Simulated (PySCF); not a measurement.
## Ne⁺ (neon, charge +1) across methods

[He] 2s1 2p5 3s1, high-spin 4P determinant (an excited configuration). Computed with PySCF 2.14 in dyall-av3z (15s9p3d2f, 71 functions), with scalar relativity by spin-free X2C-1e.

```
 method  E (hartree)  mean ε 2p α (eV)  mean ε 2p β (eV)  mean ε 3s α (eV)  Σ⟨r²⟩ (bohr²)   ⟨S²⟩
r2SCANh    -126.3839           -48.951           -43.184           -11.149          14.71  3.752
 M06-2X    -126.4019           -52.956           -47.064           -12.490          14.66  3.752
    PBE    -126.3663           -46.305           -41.622           -10.740          14.63  3.751
    UHF   -126.03298           -59.745           -50.033           -13.398          14.76  3.753
LC-wPBE    -126.3921           -52.015           -47.173           -13.715          14.70  3.751
    LDA    -125.7116           -46.369           -41.627           -10.808          14.59  3.751
   BLYP    -126.4738           -46.180           -41.739           -10.594          14.57  3.751
 r2SCAN    -126.3924           -47.681           -42.274           -10.863          14.72  3.752
   PBE0    -126.3461           -49.871           -44.095           -11.510          14.65  3.751
```

The outer electron is Rydberg-like, and this basis confines it to a smaller radius and binds it less than a complete one would.
